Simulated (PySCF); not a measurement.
## How methods differ on the electron affinity of In

In- [Kr] 4d10 5s2 5p2 (3P) → In [Kr] 4d10 5s2 5p1 (2P), as a difference of total energies. Calculation: PySCF 2.14, in x2c-TZVPPall with one added diffuse shell each of s, p, d, f type (9s7p5d3f, 76 functions); the spin-free X2C one-electron Hamiltonian (Gaussian nucleus). Correlated levels: valence: [Kr] 4d10 frozen. The calculations carry no spin-orbit coupling.

| method | electron affinity (eV) | difference from reference (eV) |
| --- | --- | --- |
| UHF | 0.079 | -0.305 |
| MP2 (valence) | 0.356 | -0.028 |
| SCS-MP2 (valence) | 0.271 | -0.113 |
| CCSD (valence) | 0.382 | -0.002 |
| CCSD(T) (valence) | 0.416 | +0.032 |

Reference: 0.384 eV (measured; photodetachment measurements, as compiled on the Wikipedia data page of electron affinities).

The reference lies between the lowest fine-structure levels, while these numbers refer to the centres of the terms.

Errors of the correlated levels include the incompleteness of this basis and the frozen core.
